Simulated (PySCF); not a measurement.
**LaI from Hartree–Fock to correlated methods**

State: triplet, about 0.0 electrons in the 4f shell (Mulliken). Set-up: La x2c-TZVPall, I x2c-TZVPall; spin-free X2C with a Gaussian nucleus (PySCF 2.14). De refers to La (5d1 6s2) + I in their high-spin ground configurations, without counterpoise correction. The functionals are run spin-unrestricted. A positive dipole means La(−)I(+).

```tsv
Level	Re (Å)	ωe (cm⁻¹)	De (eV)	μ (D)
UHF	3.057	160	n/a	-6.04
UHF-MP2	2.931	182	n/a	n/a
UHF-SCS-MP2	2.959	176	n/a	n/a
PBE	2.928	174	4.06	-4.64
PW91	2.926	175	4.09	-4.66
BP86	2.934	173	3.98	-4.68
r²SCAN	2.945	174	4.10	-5.38
PBE0	2.932	175	4.05	-5.28
```

Problem. What does the step from GGA to meta-GGA do here, going from PBE to r²SCAN?

Solution. r²SCAN less PBE: +1.7 pm in Re, +0.0 % in ωe, +0.04 eV in De. 

Problem. What does second-order correlation do here, going from UHF to UHF-MP2?

Solution. UHF-MP2 less UHF: -12.6 pm in Re, +13.7 % in ωe. Correlation nearly always deepens the well. The bond shortens, as in weak, metallic or heavy-atom bonds, where dispersion and the correlation of outer-core electrons pull the atoms together.

Correlated steps freeze 36 core orbitals. These are scalar-relativistic numbers at best; spin–orbit coupling would shift them, the dissociation energy most. With d or f electrons several states lie close, and the lowest PBE0 determinant need not be the measured ground state.

The whole job (state search and all levels along the bond) took about 5.9 min on 4 threads of Intel Xeon @ 2.60GHz (shared host), peak memory 7.5 GiB.
